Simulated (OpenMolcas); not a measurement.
3d3 ions of rising charge with 4 bromide ligands in tetrahedral coordination

| Property | Result |
| --- | --- |
| Program | OpenMolcas |
| Method | CASSCF |
| Spin-orbit coupling | state interaction with AMFI integrals over the reference wave functions |

The d shell is active. Anionic complexes are neutralised by point charges behind the ligands. Distances were set from a Shannon-type radius of the metal (high-spin where two are listed) plus a fixed donor radius (Br 1.91 Å). Ligand basis ANO-RCC-VDZP, DKH2 Hamiltonian. States (labels of Td). Energies in cm-1 above the lowest state or level, χT in cm3 K/mol; under a threefold ground state the first gap can be a small split of the lowest multiplet, not the spin-orbit step. Spin-only χT is S(S+1) / 2 for the spin of the ground state.

| Ion | Shell | R (Å) | Metal basis | Outer charge (e at Å behind ligand) | Ground state | First state of that spin | First gap with spin-orbit (degeneracies) | χT at 300 K | First state of another spin | Spin-only χT |
| --- | --- | --- | --- | --- | --- | --- | --- | --- | --- | --- |
| V2+ | 3d3 | 2.57 | ANO-RCC-VTZP | 0.5 at 2.8 | 4T1 | 4T2 2058 | 18.6 (4, 2) | 1.781 | 2E 13471 | 1.875 |
| Cr3+ | 3d3 | 2.4 | ANO-RCC-VDZP | 0.25 at 2.6 | 4T1 | 4T2 4344 | 19.1 (4, 2) | 1.721 | 2E 13390 | 1.875 |
| Mn4+ | 3d3 | 2.3 | ANO-RCC-VDZP |  | 4T1 | 4T2 8396 | 51.9 (2, 4) | 2.145 | 2E 13432 | 1.875 |

The rows also differ in their metal basis and outer charges, so part of each step comes from that.

χT departs most from the spin-only value for Mn4+, by +0.270 cm3 K/mol.

An orbital triplet at a regular site is open to Jahn-Teller coupling, which can distort the site and quench the lowest spin-orbit gaps and is left out. Without dynamic correlation the repulsion within the d shell is too large (B by tens of per cent), so at a given field states of lower spin stand too high. Ligand-to-metal charge-transfer states are missing. With no ligand orbital active B as a rule stays too high, so bands that hang on it stand too high and its fall with covalency is understated. With metal d orbitals alone and no dynamic correlation the field as a rule comes out too small, by tens of per cent, by up to half for chloride and softer ligands. The least metal-like active orbital is 71 % on the metal (Löwdin) and no ligand orbital is active, so the numbers are rough (holds for Mn4+). This ion would oxidise such ligands; the complex is a model and need not exist (holds for Mn4+). No measured value stands beside these numbers; the geometry is a model, was not optimised and need not be the one that this ion takes.
